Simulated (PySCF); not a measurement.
## Magnetic susceptibility: `C[SiH](C)[PH-]`, [C₂H₈PSi]-, charge -1

Molfile (atoms numbered from 1):
```
C2H8PSi
     RDKit          3D

 12 11  0  0  0  0  0  0  0  0999 V2000
   -1.2010   -1.0378   -0.0138 C   0  0  0  0  0  0  0  0  0  0  0  0
    0.4083   -0.1594    0.5690 Si  0  0  0  0  0  4  0  0  0  0  0  0
    0.2207    1.5745   -0.2479 C   0  0  0  0  0  0  0  0  0  0  0  0
    2.2744   -1.2070    0.3230 P   0  0  0  0  0  0  0  0  0  0  0  0
   -2.0834   -0.4278    0.1666 H   0  0  0  0  0  0  0  0  0  0  0  0
   -1.3318   -1.9812    0.5080 H   0  0  0  0  0  0  0  0  0  0  0  0
   -1.1608   -1.2584   -1.0780 H   0  0  0  0  0  0  0  0  0  0  0  0
    0.1950    0.0928    2.0118 H   0  0  0  0  0  0  0  0  0  0  0  0
   -0.6930    2.0733    0.0682 H   0  0  0  0  0  0  0  0  0  0  0  0
    1.0593    2.2129    0.0145 H   0  0  0  0  0  0  0  0  0  0  0  0
    0.1979    1.4973   -1.3324 H   0  0  0  0  0  0  0  0  0  0  0  0
    2.1156   -1.3798   -1.0150 H   0  0  0  0  0  0  0  0  0  0  0  0
  1  2  1  0
  2  3  1  0
  2  4  1  0
  1  5  1  0
  1  6  1  0
  1  7  1  0
  2  8  1  0
  3  9  1  0
  3 10  1  0
  3 11  1  0
  4 12  1  0
M  CHG  1   4  -1
M  END
```

Computed with PySCF 2.14.0, GIAO BLYP/pcSseg-0 magnetisability, rotational g tensor and spin-rotation constants, non-relativistic, gas phase. Geometry: GFN2-xTB.

For an ion the centre-of-mass motion in the field is neglected. The highest occupied orbital is unbound at this level, so the values depend on the basis.

Task: How diamagnetic is it, and how anisotropic?

Result: Isotropic -1333 × 10⁻³⁰ J/T², or -80.3 × 10⁻⁶ cm³/mol; principal values -1345, -1339, -1315 × 10⁻³⁰ J/T², anisotropy 27 × 10⁻³⁰ J/T² (root of half the summed squared differences of the principal values). The susceptibility is in cgs units.

Task: Split it along the inertial axes a, b, c into diamagnetic and paramagnetic parts about the centre of mass, with the quadrupole moment.

Result: 
```tsv
axis	χ (10⁻⁶ cm³/mol)	diamagnetic (10⁻⁶ cm³/mol)	paramagnetic (10⁻⁶ cm³/mol)	summed x² of all electrons (Å²)	quadrupole Θ (D Å)
a	-80.5	-339.9	259.3	105.9	-13.06
b	-81.0	-541.7	460.8	58.3	+3.81
c	-79.3	-696.4	617.0	21.8	+9.25
```
Anisotropies 2χaa − χbb − χcc = -0.8 and 2χbb − χaa − χcc = -2.1 × 10⁻⁶ cm³/mol. Θ is traceless in Buckingham's convention.

Task: And the rotational g tensor?

Result: 
| axis | rotational constant (GHz) | g | nuclear part | electronic part |
| --- | --- | --- | --- | --- |
| a | 5.7078 | -0.0248 | 0.6706 | -0.6954 |
| b | 2.7840 | -0.0245 | 0.5781 | -0.6026 |
| c | 2.0940 | -0.0232 | 0.5838 | -0.6070 |

Asymmetric top; isotopes 12C, 1H, 31P, 28Si; no vibrational averaging.
